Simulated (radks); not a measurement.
Q: These are the eigenvalues of the occupied orbitals of an atom or ion with whole-number occupations (eV). Method: scalar-relativistic Kohn-Sham, r2SCAN, spin-polarised, spherical densities, finite nucleus; meta-GGA in the generalised Kohn-Sham scheme; Fermi nuclear charge, rms radius of each element as measured or else 0.836 A^(1/3) + 0.57 fm; computed with a radial shooting solver on a logarithmic mesh with Libxc functionals.

1s up: -4423.392
1s down: -4423.369
2s up: -488.5033
2s down: -488.1902
2p up: -399.9896
2p down: -399.7355
3s up: -64.5152
3s down: -63.3603
3p up: -42.1303
3p down: -40.9352
4s up: -10.4225
3d up: -10.2262

Which element is it, and in what charge state? The configuration may be excited. Open shells, if any, are filled with parallel spins first.

A: Z = 21, scandium, charge +1: Sc+ in [Ar] 3d1 4s1. The list shows which subshells hold electrons but not how many an open one holds; the 1s level, -162.56 hartree, gives Z - s = 18.0 by -(Z - s)^2/2, which with screening and relativity narrows Z to a few neighbours, and the depths of the outer levels then fix element, charge and occupations together.
